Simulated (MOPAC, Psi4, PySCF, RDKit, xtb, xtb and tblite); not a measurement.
Two geometries of SMILES c1ccc(cc1)Cc1ccsc1 (C₁₁H₁₀S), relaxed at GFN2-xTB with one dihedral held; other torsions can differ between them too.

Structure A

```
22

C      3.1153    -0.4340     1.1639
C      2.1510    -1.4268     1.1073
C      1.0016    -1.2338     0.3648
C      0.7956    -0.0493    -0.3347
C     -0.4818     0.1118    -1.1281
C     -0.5978     1.4218    -1.8391
C      0.0597     1.7144    -3.0650
C     -0.1869     2.9701    -3.5093
S     -1.2281     3.8373    -2.4492
C     -1.3253     2.4808    -1.3955
C      1.7650     0.9404    -0.2690
C      2.9177     0.7483     0.4744
H      4.0144    -0.5826     1.7435
H      2.2953    -2.3533     1.6441
H      0.2513    -2.0114     0.3232
H     -1.3289    -0.0053    -0.4458
H     -0.5360    -0.6986    -1.8620
H      0.6881     1.0093    -3.5795
H      0.1750     3.4485    -4.3975
H     -1.9190     2.5491    -0.5056
H      1.6234     1.8701    -0.7999
H      3.6633     1.5292     0.5142
```

Structure B

```
22

C     -3.1584    -0.4766     1.0063
C     -2.1515    -1.4232     1.0774
C     -0.9557    -1.2165     0.4121
C     -0.7504    -0.0629    -0.3325
C      0.5601     0.1723    -1.0413
C      0.3574     0.7774    -2.3957
C     -0.3771     0.1357    -3.4296
C     -0.4436     0.8727    -4.5636
S      0.3859     2.3720    -4.4097
C      0.8221     1.9920    -2.7887
C     -1.7644     0.8853    -0.3924
C     -2.9609     0.6791     0.2697
H     -4.0931    -0.6383     1.5227
H     -2.2972    -2.3268     1.6515
H     -0.1742    -1.9616     0.4698
H      1.1806     0.8413    -0.4374
H      1.0928    -0.7772    -1.1426
H     -0.8335    -0.8311    -3.3134
H     -0.9281     0.6342    -5.4894
H      1.4022     2.6947    -2.2235
H     -1.6136     1.7894    -0.9648
H     -3.7417     1.4234     0.2113
```

Q: Which is lower in energy at the level Psi4 with B3LYP-D3(BJ)/def2-SVP // GFN2-xTB, and by how much?

A: B is lower, by 2.09 kJ/mol (dihedral C3–C4–C5–C6: 180° in A, 140° in B).

E(B) − E(A) in kJ/mol at the other levels, on the same two geometries: GFN2-xTB (xtb and tblite) -2.88; MMFF94 // GFN2-xTB (RDKit) -7.70; B3LYP/def2-SVP // GFN2-xTB (Psi4) -1.97; PBE/def2-SVP // GFN2-xTB (Psi4) -1.51; PBE-D3(BJ)/def2-SVP // GFN2-xTB (Psi4) -1.64; UFF // GFN2-xTB (RDKit) -7.50; PM3, restricted, heats of formation // GFN2-xTB (MOPAC) -1.03; PM7, restricted, heats of formation // GFN2-xTB (MOPAC) -2.08; GFN1-xTB // GFN2-xTB (xtb) -2.30; restricted B3LYP/6-31G*, spherical d, density fitting // GFN2-xTB (PySCF) -3.09; restricted Hartree-Fock/STO-3G // GFN2-xTB (PySCF) -2.93.
